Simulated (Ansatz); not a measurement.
`[SH][Al]([Cl])[Br]` + `O[SiH3]` → `[SiH3][O][Al]([SH])[Cl]` + HBr  (ligand exchange at the Al–Br bond)

Isolated molecules relaxed with PBE0-D4/def2-TZVP in Ansatz; ΔE leaves out vibrations. CCSD(T)/CBS adds triple-zeta CCSD(T) − MP2 to the extrapolated MP2 energy (def2 sets, frozen cores). Functionals use def2-TZVPP. B3LYP here is the variant with VWN-RPA as its local correlation; programs differ in this. HSE06 is defined as in plane-wave codes. For Br outer-core shells are correlated without core-valence functions, which leaves a few kJ/mol of doubt a bond. Scalar relativity is left out up to krypton. Each species was taken in one conformer, which may not be the lowest.

```json
{"level": "LDA (SPW92)", "ΔE (kcal/mol)": "0.9", "difference from CCSD(T)/CBS": "0.6"}
{"level": "PBE-D4", "ΔE (kcal/mol)": "1.8", "difference from CCSD(T)/CBS": "1.5"}
{"level": "revPBE-D4", "ΔE (kcal/mol)": "1.7", "difference from CCSD(T)/CBS": "1.4"}
{"level": "BLYP-D4", "ΔE (kcal/mol)": "-1.4", "difference from CCSD(T)/CBS": "-1.7"}
{"level": "r2SCAN-D4", "ΔE (kcal/mol)": "0.3", "difference from CCSD(T)/CBS": "0.0"}
{"level": "PBE0-D4", "ΔE (kcal/mol)": "1.7", "difference from CCSD(T)/CBS": "1.4"}
{"level": "B3LYP-D4", "ΔE (kcal/mol)": "-1.2", "difference from CCSD(T)/CBS": "-1.5"}
{"level": "r2SCANh-D4", "ΔE (kcal/mol)": "0.4", "difference from CCSD(T)/CBS": "0.1"}
{"level": "r2SCAN0-D4", "ΔE (kcal/mol)": "0.6", "difference from CCSD(T)/CBS": "0.3"}
{"level": "HSE06-D4", "ΔE (kcal/mol)": "1.8", "difference from CCSD(T)/CBS": "1.5"}
{"level": "BHLYP-D4", "ΔE (kcal/mol)": "-1.3", "difference from CCSD(T)/CBS": "-1.6"}
{"level": "CAM-B3LYP-D4", "ΔE (kcal/mol)": "-2.2", "difference from CCSD(T)/CBS": "-2.5"}
{"level": "ωB97X-V", "ΔE (kcal/mol)": "-0.1", "difference from CCSD(T)/CBS": "-0.4"}
{"level": "ωB97M-V", "ΔE (kcal/mol)": "0.2", "difference from CCSD(T)/CBS": "-0.1"}
{"level": "B2PLYP", "ΔE (kcal/mol)": "-0.8", "difference from CCSD(T)/CBS": "-1.1"}
{"level": "PBE-QIDH", "ΔE (kcal/mol)": "1.2", "difference from CCSD(T)/CBS": "0.9"}
{"level": "PBE", "ΔE (kcal/mol)": "2.0", "difference from CCSD(T)/CBS": "1.7"}
{"level": "revPBE", "ΔE (kcal/mol)": "2.4", "difference from CCSD(T)/CBS": "2.1"}
{"level": "BLYP", "ΔE (kcal/mol)": "-1.0", "difference from CCSD(T)/CBS": "-1.3"}
{"level": "r2SCAN", "ΔE (kcal/mol)": "0.6", "difference from CCSD(T)/CBS": "0.3"}
{"level": "PBE0", "ΔE (kcal/mol)": "2.0", "difference from CCSD(T)/CBS": "1.7"}
{"level": "r2SCANh", "ΔE (kcal/mol)": "0.7", "difference from CCSD(T)/CBS": "0.4"}
{"level": "r2SCAN0", "ΔE (kcal/mol)": "0.8", "difference from CCSD(T)/CBS": "0.5"}
{"level": "HSE06", "ΔE (kcal/mol)": "2.1", "difference from CCSD(T)/CBS": "1.8"}
{"level": "CAM-B3LYP", "ΔE (kcal/mol)": "-1.9", "difference from CCSD(T)/CBS": "-2.2"}
{"level": "LC-ωPBE", "ΔE (kcal/mol)": "0.3", "difference from CCSD(T)/CBS": "0.0"}
{"level": "RPA@PBE/def2-TZVPP", "ΔE (kcal/mol)": "-1.9", "difference from CCSD(T)/CBS": "-2.2"}
{"level": "HF/def2-SVP", "ΔE (kcal/mol)": "-2.6", "difference from CCSD(T)/CBS": "-2.9"}
{"level": "MP2/def2-SVP", "ΔE (kcal/mol)": "-1.5", "difference from CCSD(T)/CBS": "-1.8"}
{"level": "CCSD/def2-SVP", "ΔE (kcal/mol)": "-2.6", "difference from CCSD(T)/CBS": "-2.9"}
{"level": "CCSD(T)/def2-SVP", "ΔE (kcal/mol)": "-2.4", "difference from CCSD(T)/CBS": "-2.7"}
{"level": "HF/def2-TZVPP", "ΔE (kcal/mol)": "-1.2", "difference from CCSD(T)/CBS": "-1.5"}
{"level": "MP2/def2-TZVPP", "ΔE (kcal/mol)": "0.1", "difference from CCSD(T)/CBS": "-0.2"}
{"level": "SCS-MP2/def2-TZVPP", "ΔE (kcal/mol)": "-1.0", "difference from CCSD(T)/CBS": "-1.3"}
{"level": "CCSD(T)/def2-TZVPP", "ΔE (kcal/mol)": "-1.0", "difference from CCSD(T)/CBS": "-1.3"}
{"level": "MP2/def2-QZVPP", "ΔE (kcal/mol)": "0.6", "difference from CCSD(T)/CBS": "0.3"}
{"level": "SCS-MP2/def2-QZVPP", "ΔE (kcal/mol)": "-0.5", "difference from CCSD(T)/CBS": "-0.8"}
{"level": "HF/CBS(def2)", "ΔE (kcal/mol)": "-1.8", "difference from CCSD(T)/CBS": "-2.1"}
{"level": "MP2/CBS(def2)", "ΔE (kcal/mol)": "1.4", "difference from CCSD(T)/CBS": "1.1"}
{"level": "CCSD/CBS(def2)", "ΔE (kcal/mol)": "0.0", "difference from CCSD(T)/CBS": "-0.3"}
{"level": "CCSD(T)/CBS", "ΔE (kcal/mol)": "0.3", "difference from CCSD(T)/CBS": "0"}
```

Largest T1 diagnostic among the species: 0.011.

Leaving LDA and LC-ωPBE aside and taking each functional with its dispersion term where it has one, the values spread over 4.0 kcal/mol, from CAM-B3LYP-D4 to HSE06-D4. LDA lies −1.1 kcal/mol from PBE without D4. At CCSD(T), def2-SVP lies −2.7 kcal/mol from the extrapolated value and def2-TZVPP −1.3 kcal/mol.
